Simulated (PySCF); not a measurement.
Below is a simulated gas-phase C 1s photoelectron spectrum of `[BH3-][N+](C)(C)C/C=N/C`.

Every computed line was given a Gaussian of 0.5 eV full width at half maximum and an area set by the number of equivalent atoms; the highest printed point is 100. Theory: PySCF, delta-SCF UKS SCAN, pcX-2 on the ionised atom, pcseg-1 elsewhere, spin-free X2C.

binding energy (eV), intensity and a bar:
```
    290.9          0 
    291.0          1 
    291.1          3 #
    291.2          7 ##
    291.3         15 ####
    291.4         28 ########
    291.5         45 ##############
    291.6         65 ###################
    291.7         84 #########################
    291.8         97 #############################
    291.9        100 ##############################
    292.0         88 ###########################
    292.1         66 ####################
    292.2         40 ############
    292.3         20 ######
    292.4          8 ##
    292.5          3 #
    292.6          1 
    292.7          0
```

Count the maxima, the lines and the sites behind this envelope.

The curve has 1 maximum (at 291.9 eV). Under it lie 4 lines from 4 inequivalent carbon sites. At this width some lines have no maximum of their own.

Decompose the envelope and assign each component. Numbering: `[BH3-:1][N+:2]([CH3:3])([CH3:4])[CH2:5]/[CH:6]=[N:7]/[CH3:8]`.

```
position (eV)  relative area  line  atoms                   environment
       291.57              1  C 1s     C8               N-methyl carbon
       291.75              1  C 1s     C6                  imine carbon
       291.91              1  C 1s     C5  sp3 carbon bound to nitrogen
       291.97              2  C 1s  C3/C4               N-methyl carbon
```

What are the centre and the root-mean-square width of the whole band?

The area-weighted mean of the lines is 291.83 eV. Their own spread about it is 0.15 eV (rms) and each Gaussian has σ = 0.5/2.355 = 0.21 eV; the variances add, which gives 0.26 eV.

Lowest listed C 1s: C8, bonded to N and 3 H. Highest, 0.40 eV above it: C3/C4, bonded to N and 3 H.

The curve has no shake-up lines and no vibrational structure. Topologically equivalent atoms share the value of their first member; where this conformer doesn't relate them by symmetry, their own values could differ. Isolated species at its PBE0-D3(BJ)/def2-SVP geometry (one conformer only).

Shape of the structure used: `[BH3-:1][N+:2]([CH3:3])([CH3:4])[CH2:5]/[CH:6]=[N:7]/[CH3:8]`: B1–N2–C5–C6 -59°, N2–C5–C6–N7 -115°.
